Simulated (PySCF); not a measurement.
Work out the structure from these simulated measurements.

Formula: C6H9NO.

| Item | Value |
| --- | --- |
| Triplet | lowest triplet excitation (Tamm–Dancoff): 3.73 eV [TDA CAM-B3LYP/def2-SVPD] |
| UV, first state | lowest singlet excitation: 5.09 eV (244 nm, f = 0.074) [TDDFT CAM-B3LYP/def2-SVPD] |
| 1H NMR | chemical shifts (computed TMS as zero) by class: 6.90 (1 H), 6.14 (1 H), 4.94 (1 H), 2.76 (6 H) ppm [GIAO KT2/pcSseg-1] |
| Dipole | 1.44 D [CAM-B3LYP/def2-SVPD] |
| 13C NMR | chemical shifts (computed TMS as zero) by class: 151.8 (1 C), 127.7 (1 C), 107.9 (1 C), 78.2 (1 C), 38.8 (2 C) ppm [GIAO KT2/pcSseg-1] |
| XPS | C1s 289.6, C1s 290.0, C1s 290.8, C1s 291.8 (×2), C1s 292.2, N1s 405.3, O1s 539.4 eV [ΔSCF SCAN, pcX-2 on the ionised atom, pcseg-1 elsewhere, spin-free X2C] |
| Polarisability | 83.6 au [CAM-B3LYP/def2-SVPD] |
| Rotational structure | rotational constants A, B, C: 4.592, 1.654, 1.249 GHz [PBE0-D3(BJ)/def2-SVP] |
| UV, strongest line | among the 10 lowest singlet transitions: S2 at 5.51 eV (225 nm, f = 0.203) [TDDFT CAM-B3LYP/def2-SVPD] |
| Valence photoelectron | vertical ionisation energy: 7.19 eV [ΔSCF CAM-B3LYP/def2-SVPD] |

The electronic properties come from PySCF, for the isolated species, density fitting. Levels stand in brackets. Geometry: PBE0-D3(BJ)/def2-SVP; no solvent, vibrations or thermal averaging. NMR values are class means; diastereotopic atoms form classes of their own.

Question: What is the compound? Reason from the data.

Answer: Numbering: `[CH3:1][N:2]([CH3:3])[c:4]1[cH:5][cH:6][cH:7][o:8]1`. Its formula, C6H9NO, gives 3 degrees of unsaturation: 1 ring and 2 π bonds in the structure found (Kekulé form). 6 carbons fall into 5 classes; from least to most shielded: aromatic carbon bearing nitrogen [C4] (151.8 ppm), aromatic CH next to a ring oxygen [C7] (127.7 ppm), aromatic CH carbon [C6] (107.9 ppm), aromatic CH carbon [C5] (78.2 ppm), N-methyl carbon [C1/C3] (38.8 ppm, 2 C). Hydrogen classes from least to most shielded: 1 H on an aromatic CH next to a ring oxygen, C7 (6.90 ppm), 1 H on an aromatic CH carbon, C6 (6.14 ppm), 1 H on an aromatic CH carbon, C5 (4.94 ppm), 6 H on 2 N-methyl carbons, C1/C3 (2.76 ppm, a mean of values up to 1.5 ppm apart in this geometry). The core levels belong to: C1s 289.6 eV, aromatic CH carbon [C5]; C1s 290.0 eV, aromatic CH carbon [C6]; C1s 290.8 eV, aromatic CH next to a ring oxygen [C7]; C1s 291.8 eV, N-methyl carbon [C1/C3]; C1s 292.2 eV, aromatic carbon bearing nitrogen [C4]; N1s 405.3 eV, aniline-type nitrogen [N2]; O1s 539.4 eV, furan-type oxygen [O8]. One atom of each topological class was ionised and stands for its class. The hole state at 292.2 eV has ⟨S²⟩ = 0.83 against 0.75, so that value is less sure. The first electron is taken from the HOMO, whose largest Löwdin shares are 0.24 on the aniline-type nitrogen, 0.19 on the aromatic CH next to a ring oxygen, 0.17 on an aromatic CH carbon and 0.12 on the aromatic carbon bearing nitrogen. The optimised geometry has point group C1 and is an asymmetric top. Structure: `CN(C)C1=CC=CO1`. Computed isomers that give other values at the same levels: `CN(C)c1ccoc1` (lowest singlet excitation: 5.36 eV (231 nm, f = 0.042)); `C=C1CC(NC=O)C1` (lowest singlet excitation: 5.73 eV (216 nm, f = 0.001)). The assignments are read from this structure; whether some other isomer fits the data as well wasn't checked.

Conformer computed: `[CH3:1][N:2]([CH3:3])[c:4]1[cH:5][cH:6][cH:7][o:8]1`: C1–N2–C4–C5 -5°.
